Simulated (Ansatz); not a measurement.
System: HgH, net charge 0, doublet state. The spin state was set by rule; other spins were not relaxed. 
Geometry from a B3LYP-D3(BJ)/def2-TZVP (Ansatz, a first-principles code) optimisation:
SMILES: [HgH]
```xyz
2

Hg     0.0000     0.0000    -0.0222
H      0.0000     0.0000     1.7746
```
Charge 0, spin multiplicity 2.

Computed values are from Ansatz. Valence correlation only, unless marked. Open shells are spin-unrestricted. No spin-orbit coupling. The frozen core is the preceding noble-gas configuration, with the filled d and f shells of earlier blocks. Past Kr the def2 sets carry scalar-relativistic core potentials. Basis-set limits of correlation are two-point, X^-3; Hartree-Fock from the larger set.

| Item | Value |
|---|---|
| atomisation energy De | 40.0 kJ/mol at CCSD(T)/CBS(def2-TZVPPD,def2-QZVPPD) |
| vertical ionisation energy (to the singlet) | 8.23 eV at CCSD(T)/CBS(def2-TZVPPD,def2-QZVPPD) |
| total energy | -153.5225 Eh at CCSD(T)/CBS(def2-TZVPPD,def2-QZVPPD) |
| dipole moment | 0.40 D at CCSD(T)/def2-SVPD |
| T1 diagnostic | 0.025 at CCSD/def2-QZVPPD |
